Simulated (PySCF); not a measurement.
Radial density of As²⁺ (arsenic, charge +2)

r2SCAN0, [Ar] 3d10 4s1 4p1 5s1, high-spin 4P determinant (an excited configuration). Computed with PySCF 2.14 in aug-cc-pwCVDZ-PP with ECP10MDF, with scalar relativity through the core potential. This is the valence pseudo-density: the core potential removes the inner electrons and smooths the orbitals near the nucleus.

```json
{"r (bohr)": "0.000667", "4πr²ρ (e/bohr)": "1.129e-05", "4πr²(ρα − ρβ)": "0.0000"}
{"r (bohr)": "0.00112", "4πr²ρ (e/bohr)": "3.190e-05", "4πr²(ρα − ρβ)": "0.0000"}
{"r (bohr)": "0.00189", "4πr²ρ (e/bohr)": "8.986e-05", "4πr²(ρα − ρβ)": "0.0000"}
{"r (bohr)": "0.00317", "4πr²ρ (e/bohr)": "0.0002512", "4πr²(ρα − ρβ)": "0.0000"}
{"r (bohr)": "0.00534", "4πr²ρ (e/bohr)": "0.0006877", "4πr²(ρα − ρβ)": "0.0001"}
{"r (bohr)": "0.00898", "4πr²ρ (e/bohr)": "0.001780", "4πr²(ρα − ρβ)": "0.0002"}
{"r (bohr)": "0.0151", "4πr²ρ (e/bohr)": "0.004045", "4πr²(ρα − ρβ)": "0.0004"}
{"r (bohr)": "0.0254", "4πr²ρ (e/bohr)": "0.007664", "4πr²(ρα − ρβ)": "0.0007"}
{"r (bohr)": "0.0427", "4πr²ρ (e/bohr)": "0.01738", "4πr²(ρα − ρβ)": "0.0011"}
{"r (bohr)": "0.0719", "4πr²ρ (e/bohr)": "0.1040", "4πr²(ρα − ρβ)": "0.0011"}
{"r (bohr)": "0.121", "4πr²ρ (e/bohr)": "0.9199", "4πr²(ρα − ρβ)": "-0.0010"}
{"r (bohr)": "0.203", "4πr²ρ (e/bohr)": "5.590", "4πr²(ρα − ρβ)": "0.0062"}
{"r (bohr)": "0.342", "4πr²ρ (e/bohr)": "21.14", "4πr²(ρα − ρβ)": "0.1890"}
{"r (bohr)": "0.575", "4πr²ρ (e/bohr)": "28.95", "4πr²(ρα − ρβ)": "0.1186"}
{"r (bohr)": "0.968", "4πr²ρ (e/bohr)": "9.206", "4πr²(ρα − ρβ)": "0.3718"}
{"r (bohr)": "1.63", "4πr²ρ (e/bohr)": "1.990", "4πr²(ρα − ρβ)": "1.4028"}
{"r (bohr)": "2.74", "4πr²ρ (e/bohr)": "0.5932", "4πr²(ρα − ρβ)": "0.5881"}
{"r (bohr)": "4.61", "4πr²ρ (e/bohr)": "0.2523", "4πr²(ρα − ρβ)": "0.2523"}
{"r (bohr)": "7.75", "4πr²ρ (e/bohr)": "0.02609", "4πr²(ρα − ρβ)": "0.0261"}
{"r (bohr)": "13.0", "4πr²ρ (e/bohr)": "2.166e-05", "4πr²(ρα − ρβ)": "0.0000"}
```

Energies and moments cover only the electrons outside the core potential. The outer electron is Rydberg-like, and this basis confines it to a smaller radius and binds it less than a complete one would.
